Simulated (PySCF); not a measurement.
Job file and geometry (Å, from GFN2-xTB) of an NMR shielding run on SMILES S([SiH2]C#N)C[SiH3], C2H7NSSi2, GIAO PBE0/pcSseg-1 NMR shielding, non-relativistic, gas phase (PySCF 2.14.0, density-fitted response routines); density fitting, a coarse starting grid and PySCF grid level 2 are the driver's defaults:

```
$ OMP_NUM_THREADS=1 python probes_run.py task.json out

{"job": {"kind": "nmr", "xc": "PBE0", "basis": "pcSseg-1"}, "charge": 0, "multiplicity": 1}
N      2.654069     1.898729    -0.083732
C      2.317801     0.804060    -0.047622
Si     1.762368    -0.981112    -0.016138
S      0.019888    -1.259810    -1.220126
C     -1.355555    -0.759246    -0.116864
Si    -1.513957     1.132952     0.084288
H      1.450373    -1.294956     1.373981
H      2.792486    -1.780464    -0.655268
H     -2.240327    -1.173799    -0.596616
H     -1.221703    -1.276468     0.831780
H     -1.579438     1.730459    -1.244805
H     -2.744124     1.354475     0.845272
H     -0.346270     1.605667     0.828124
```

Task: Write the output of this run.

Result: 
```
coarse grid: 12448 points
cycle   1  E = -1111.6703650385  dE =  3.379e-01  |g| = 4.090e-01  |ddm| = 3.332e+00
cycle   2  E = -1111.5570294546  dE =  1.133e-01  |g| = 8.141e-01  |ddm| = 9.472e-01
cycle   3  E = -1111.7125208670  dE = -1.555e-01  |g| = 1.260e-01  |ddm| = 5.746e-01
cycle   4  E = -1111.7158164100  dE = -3.296e-03  |g| = 3.692e-02  |ddm| = 1.280e-01
cycle   5  E = -1111.7161219076  dE = -3.055e-04  |g| = 1.033e-02  |ddm| = 4.376e-02
cycle   6  E = -1111.7161510952  dE = -2.919e-05  |g| = 2.733e-03  |ddm| = 1.376e-02
cycle   7  E = -1111.7161528100  dE = -1.715e-06  |g| = 6.924e-04  |ddm| = 2.908e-03
final grid: 106616 points
cycle   8  E = -1111.7518074181  dE = -1.543e-05  |g| = 5.487e-03  |ddm| = 1.971e-02
cycle   9  E = -1111.7518011906  dE =  6.227e-06  |g| = 7.337e-03  |ddm| = 1.119e-02
cycle  10  E = -1111.7518142347  dE = -1.304e-05  |g| = 1.334e-03  |ddm| = 6.761e-03
cycle  11  E = -1111.7518145994  dE = -3.646e-07  |g| = 4.272e-04  |ddm| = 9.974e-04
cycle  12  E = -1111.7518146398  dE = -4.039e-08  |g| = 8.810e-05  |ddm| = 3.706e-04
cycle  13  E = -1111.7518146417  dE = -1.904e-09  |g| = 2.317e-05  |ddm| = 1.059e-04
cycle  14  E = -1111.7518146418  dE = -1.578e-10  |g| = 5.874e-06  |ddm| = 4.072e-05
converged SCF energy = -1111.7518146418

GIAO shielding tensors (ppm)
atom      isotropic    diamagn.    paramagn.     s11        s22        s33       span
  0 N      -98.589     337.423    -436.012   -294.619   -281.057    279.908    574.527
  1 C       61.015     263.539    -202.524    -57.478    -47.537    288.059    345.537
  2 Si     401.714     878.838    -477.124    356.115    385.424    463.603    107.488
  3 S      663.992    1058.648    -394.656    585.616    600.952    805.408    219.792
  4 C      174.044     255.685     -81.641    157.828    167.909    196.395     38.567
  5 Si     418.268     880.897    -462.628    386.169    414.818    453.817     67.648
  6 H       26.829      29.064      -2.235     23.382     25.312     31.793      8.411
  7 H       26.827      27.002      -0.175     22.608     25.045     32.828     10.220
  8 H       29.677      30.849      -1.172     23.258     27.738     38.035     14.777
  9 H       29.857      32.479      -2.622     24.166     28.690     36.714     12.548
 10 H       27.650      30.119      -2.469     24.607     25.930     32.414      7.807
 11 H       27.573      29.512      -1.939     23.867     24.978     33.874     10.007
 12 H       27.242      31.709      -4.468     22.957     27.396     31.372      8.415
```

Task: Turn these shieldings into chemical shifts. Scale: ¹⁵N (σ = 267.73 ppm) against NH3; TMS for ¹³C (σ = 186.93 ppm), ²⁹Si (σ = 349.16 ppm), ¹H (σ = 31.72 ppm); ³³S (σ = 503.73 ppm) vs CS2 (reference shieldings calculated alike).

Result: Averaging equivalent atoms: N 0: 366.3; C 1: 125.9; C 4: 12.9; Si 2: -52.6; Si 5: -69.1; S 3: -160; H 6/7: 4.89; H 10/11/12: 4.23; H 8/9: 1.95 ppm. Experimental scales use liquid or dissolved standards, which lie at an offset from isolated NH3 (liquid NH3: subtract about 20 ppm). Unscaled 15N shifts of sp2 nitrogen come out 20 to 40 ppm too high even then.

Size and cost of the density-fitted run: 158 basis functions, 75 s wall time (67 s CPU) on 1 thread of an Intel Xeon, shared host; peak memory 0.73 GiB.
